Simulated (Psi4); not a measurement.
lead atom (Pb), triplet (core potentials on Pb); BLYP/def2-SVP in Psi4.

Input for Psi4:
```
memory 2 GB

molecule {
0 3
Pb    0.00000000    0.00000000    0.00000000
}

set {
  basis def2-svp
  reference uks
  guess huckel
}

energy('blyp')
print_variables()
```

What the program printed (banner, timings and long lists left out):

```
   => Loading Basis Set <=

    Name: DEF2-SVP
    Role: ORBITAL
    Keyword: BASIS

    !!!  WARNING: ECP capability is in beta. Please check occupations closely.  !!!

         ---------------------------------------------------------
                                   SCF
               by Justin Turney, Rob Parrish, Andy Simmonett
                          and Daniel G. A. Smith
                              UKS Reference
         ---------------------------------------------------------

  ==> Geometry <==

    Molecular point group: d2h
    Geometry (in Angstrom), charge = 0, multiplicity = 3:

       Center              X                  Y                   Z               Mass
    ------------   -----------------  -----------------  -----------------  -----------------
         PB           0.000000000000     0.000000000000     0.000000000000   207.976652500000

  Running in d2h symmetry.

  Rotational constants: A = ************  B = ************  C = ************ [cm^-1]
  Rotational constants: A = ************  B = ************  C = ************ [MHz]
  Nuclear repulsion =    0.000000000000000

  Charge       = 0
  Multiplicity = 3
  Electrons    = 22
  Nalpha       = 12
  Nbeta        = 10

  ==> Algorithm <==

  SCF Algorithm Type is DF.
  DIIS enabled.
  MOM disabled.
  Fractional occupation disabled.
  Guess Type is HUCKEL.
  Energy threshold   = 1.00e-06
  Density threshold  = 1.00e-06
  Integral threshold = 1.00e-12

  ==> Primary Basis <==

  Basis Set: DEF2-SVP
    Blend: DEF2-SVP
    Number of shells: 10
    Number of basis functions: 26
    Number of Cartesian functions: 28
    Spherical Harmonics?: true
    Max angular momentum: 2

  Core potential: DEF2-SVP
    Number of shells: 4
    Number of ECP primitives: 18
    Number of ECP core electrons: 60
    Max angular momentum: 3

  ==> DFT Potential <==

   => LibXC <=

    Version 7.1.2
    S. Lehtola, C. Steigemann, M. J. T. Oliveira, and M. A. L. Marques,  SoftwareX 7, 1–5 (2018) (10.1016/j.softx.2017.11.002)

   => Composite Functional: BLYP <=

    BLYP GGA Exchange-Correlation Functional

    P.J. Stephens et. al., J. Phys. Chem., 98, 11623-11627, 1994
    B. Miehlich et. al., Chem. Phys. Lett., 157(3), 200-206 1989

    Deriv               =              1
    GGA                 =           TRUE
    Meta                =          FALSE

    Exchange Hybrid     =          FALSE
    MP2 Hybrid          =          FALSE

   => Exchange Functionals <=

    1.0000     XC_GGA_X_B88

   => Correlation Functionals <=

    1.0000     XC_GGA_C_LYP

   => LibXC Density Thresholds  <==

    XC_GGA_C_LYP:  1.00E-14
    XC_GGA_X_B88:  1.00E-15

   => Molecular Quadrature <=

    Radial Scheme          =       TREUTLER
    Pruning Scheme         =           NONE
    Nuclear Scheme         =       TREUTLER

    Blocking Scheme        =         OCTREE
    BS radius alpha        =              1
    Pruning alpha          =              1
    Radial Points          =             75
    Spherical Points       =            302
    Total Points           =          19926
    Total Blocks           =            220
    Max Points             =            251
    Max Functions          =             26
    Weights Tolerance      =       1.00E-15

   => Loading Basis Set <=

    Name: (DEF2-SVP AUX)
    Role: JKFIT
    Keyword: DF_BASIS_SCF

  ==> Integral Setup <==

  SCF_SUBTYPE=INCORE selected. In-core MEM_DF algorithm will be used.
  Using in-core AOs.

  ==> MemDFJK: Density-Fitted J/K Matrices <==

    J tasked:                   Yes
    K tasked:                    No
    wK tasked:                   No
    Algorithm:                 Core
    Schwarz Cutoff:           1E-12
    Mask sparsity (%):       0.0000
    Fitting Condition:        1E-10

   => Auxiliary Basis Set <=

  Basis Set: (DEF2-SVP AUX)
    Blend: DEF2-UNIVERSAL-JKFIT
    Number of shells: 53
    Number of basis functions: 251
    Number of Cartesian functions: 361
    Spherical Harmonics?: true
    Max angular momentum: 6

  Minimum eigenvalue in the overlap matrix is 3.5132101609E-02.
  Reciprocal condition number of the overlap matrix is 1.2422253381E-02.
    Using symmetric orthogonalization.

  ==> Pre-Iterations <==

  SCF Guess: Huckel guess via on-the-fly atomic UHF (doi:10.1021/acs.jctc.8b01089).

   -------------------------------------------------------
    Irrep   Nso     Nmo     Nalpha   Nbeta   Ndocc  Nsocc
   -------------------------------------------------------
     Ag         8       8       4       4       4       0
     B1g        2       2       1       1       1       0
     B2g        2       2       1       1       1       0
     B3g        2       2       1       1       1       0
     Au         0       0       0       0       0       0
     B1u        4       4       2       1       1       1
     B2u        4       4       1       1       1       0
     B3u        4       4       2       1       1       1
   -------------------------------------------------------
    Total      26      26      12      10      10       2
   -------------------------------------------------------

  ==> Iterations <==

                           Total Energy        Delta E     RMS |[F,P]|

    Occupation by irrep:
             Ag   B1g   B2g   B3g    Au   B1u   B2u   B3u
    DOCC [     4,    1,    1,    1,    0,    1,    1,    1 ]
    SOCC [     0,    0,    0,    0,    0,    0,    1,    1 ]
    NA   [     4,    1,    1,    1,    0,    1,    2,    2 ]
    NB   [     4,    1,    1,    1,    0,    1,    1,    1 ]

   @DF-UKS iter   1:  -192.78898434149124   -1.92789e+02   2.18579e-02 ADIIS/DIIS
    Occupation by irrep:
             Ag   B1g   B2g   B3g    Au   B1u   B2u   B3u
    DOCC [     4,    1,    1,    1,    0,    1,    1,    1 ]
    SOCC [     0,    0,    0,    0,    0,    1,    1,    0 ]
    NA   [     4,    1,    1,    1,    0,    2,    2,    1 ]
    NB   [     4,    1,    1,    1,    0,    1,    1,    1 ]

[...]
    SOCC [     0,    0,    0,    0,    0,    0,    1,    1 ]
    NA   [     4,    1,    1,    1,    0,    1,    2,    2 ]
    NB   [     4,    1,    1,    1,    0,    1,    1,    1 ]

   @DF-UKS iter  80:  -192.80567785963109    2.30008e-05   2.87245e-03 ADIIS/DIIS
   @DF-UKS iter  81:  -192.80590311743066   -2.25258e-04   2.60302e-03 ADIIS/DIIS
   @DF-UKS iter  82:  -192.80590993171981   -6.81429e-06   2.59368e-03 ADIIS/DIIS
    Occupation by irrep:
             Ag   B1g   B2g   B3g    Au   B1u   B2u   B3u
    DOCC [     4,    1,    1,    1,    0,    1,    1,    1 ]
    SOCC [     0,    0,    0,    0,    0,    1,    0,    1 ]
    NA   [     4,    1,    1,    1,    0,    2,    1,    2 ]
    NB   [     4,    1,    1,    1,    0,    1,    1,    1 ]

   @DF-UKS iter  83:  -192.80539406541968    5.15866e-04   3.18851e-03 ADIIS/DIIS
   @DF-UKS iter  84:  -192.80488212379504    5.11942e-04   3.71226e-03 ADIIS/DIIS
   @DF-UKS iter  85:  -192.80483155787027    5.05659e-05   3.73469e-03 ADIIS/DIIS
    Occupation by irrep:
             Ag   B1g   B2g   B3g    Au   B1u   B2u   B3u
    DOCC [     4,    1,    1,    1,    0,    1,    1,    1 ]
    SOCC [     0,    0,    0,    0,    0,    1,    1,    0 ]
    NA   [     4,    1,    1,    1,    0,    2,    2,    1 ]
    NB   [     4,    1,    1,    1,    0,    1,    1,    1 ]

   @DF-UKS iter  86:  -192.80483164180356   -8.39333e-08   3.73348e-03 ADIIS/DIIS
   @DF-UKS iter  87:  -192.80562841561280   -7.96774e-04   2.93546e-03 ADIIS/DIIS
   @DF-UKS iter  88:  -192.80585737912031   -2.28964e-04   2.65931e-03 ADIIS/DIIS
   @DF-UKS iter  89:  -192.80616506093776   -3.07682e-04   2.23176e-03 ADIIS/DIIS
    Occupation by irrep:
             Ag   B1g   B2g   B3g    Au   B1u   B2u   B3u
    DOCC [     4,    1,    1,    1,    0,    1,    1,    1 ]
    SOCC [     0,    0,    0,    0,    0,    1,    0,    1 ]
    NA   [     4,    1,    1,    1,    0,    2,    1,    2 ]
    NB   [     4,    1,    1,    1,    0,    1,    1,    1 ]

   @DF-UKS iter  90:  -192.80606484008294    1.00221e-04   2.38007e-03 ADIIS/DIIS
    Occupation by irrep:
             Ag   B1g   B2g   B3g    Au   B1u   B2u   B3u
    DOCC [     4,    1,    1,    1,    0,    1,    1,    1 ]
    SOCC [     0,    0,    0,    0,    0,    0,    1,    1 ]
    NA   [     4,    1,    1,    1,    0,    1,    2,    2 ]
    NB   [     4,    1,    1,    1,    0,    1,    1,    1 ]

   @DF-UKS iter  91:  -192.80598228991673    8.25502e-05   2.49211e-03 ADIIS/DIIS
   @DF-UKS iter  92:  -192.80568333236454    2.98958e-04   2.87485e-03 ADIIS/DIIS
    Occupation by irrep:
             Ag   B1g   B2g   B3g    Au   B1u   B2u   B3u
    DOCC [     4,    1,    1,    1,    0,    1,    1,    1 ]
    SOCC [     0,    0,    0,    0,    0,    1,    1,    0 ]
    NA   [     4,    1,    1,    1,    0,    2,    2,    1 ]
    NB   [     4,    1,    1,    1,    0,    1,    1,    1 ]

   @DF-UKS iter  93:  -192.80579580318326   -1.12471e-04   2.73714e-03 ADIIS/DIIS
    Occupation by irrep:
             Ag   B1g   B2g   B3g    Au   B1u   B2u   B3u
    DOCC [     4,    1,    1,    1,    0,    1,    1,    1 ]
    SOCC [     0,    0,    0,    0,    0,    1,    0,    1 ]
    NA   [     4,    1,    1,    1,    0,    2,    1,    2 ]
    NB   [     4,    1,    1,    1,    0,    1,    1,    1 ]

   @DF-UKS iter  94:  -192.80541132059955    3.84483e-04   3.18413e-03 ADIIS/DIIS
   @DF-UKS iter  95:  -192.80607521918552   -6.63899e-04   2.36600e-03 ADIIS/DIIS
   @DF-UKS iter  96:  -192.80581061118772    2.64608e-04   2.72256e-03 ADIIS/DIIS
    Occupation by irrep:
             Ag   B1g   B2g   B3g    Au   B1u   B2u   B3u
    DOCC [     4,    1,    1,    1,    0,    1,    1,    1 ]
    SOCC [     0,    0,    0,    0,    0,    1,    1,    0 ]
    NA   [     4,    1,    1,    1,    0,    2,    2,    1 ]
    NB   [     4,    1,    1,    1,    0,    1,    1,    1 ]

   @DF-UKS iter  97:  -192.80631781585063   -5.07205e-04   1.98341e-03 ADIIS/DIIS
   @DF-UKS iter  98:  -192.80586348352821    4.54332e-04   2.64633e-03 ADIIS/DIIS
   @DF-UKS iter  99:  -192.80552195679365    3.41527e-04   3.05066e-03 ADIIS/DIIS
    Occupation by irrep:
             Ag   B1g   B2g   B3g    Au   B1u   B2u   B3u
    DOCC [     4,    1,    1,    1,    0,    1,    1,    1 ]
    SOCC [     0,    0,    0,    0,    0,    0,    1,    1 ]
    NA   [     4,    1,    1,    1,    0,    1,    2,    2 ]
    NB   [     4,    1,    1,    1,    0,    1,    1,    1 ]

   @DF-UKS iter 100:  -192.80421805912135    1.30390e-03   4.24942e-03 ADIIS/DIIS

PsiException: Could not converge SCF iterations in 100 iterations.

  Failed to converge.

Traceback (most recent call last):
  File "psi4", line 375, in <module>
  File "<string>", line 23, in <module>
  File "site-packages/psi4/driver/driver.py", line 533, in energy
  File "site-packages/psi4/driver/procrouting/proc.py", line 2760, in run_scf
  File "site-packages/psi4/driver/procrouting/proc.py", line 2047, in scf_helper
  File "site-packages/psi4/driver/procrouting/scf_proc/scf_iterator.py", line 93, in scf_compute_energy
  File "site-packages/psi4/driver/procrouting/scf_proc/scf_iterator.py", line 86, in scf_compute_energy
  File "site-packages/psi4/driver/procrouting/scf_proc/scf_iterator.py", line 609, in scf_iterate

psi4.driver.p4util.exceptions.SCFConvergenceError: Could not converge SCF iterations in 100 iterations.

Printing out the relevant lines from the Psithon --> Python processed input file:
    """)
    core.IO.set_default_namespace("")
    core.set_global_option("BASIS", "def2-svp")
    core.set_global_option("REFERENCE", "uks")
    core.set_global_option("GUESS", "huckel")
--> energy('blyp')
    print_variables()

!-------------------------------------------------------!
!                                                       !
!  Could not converge SCF iterations in 100 iterations. !
!                                                       !
!-------------------------------------------------------!
```

The run did not converge; its last values are not results.
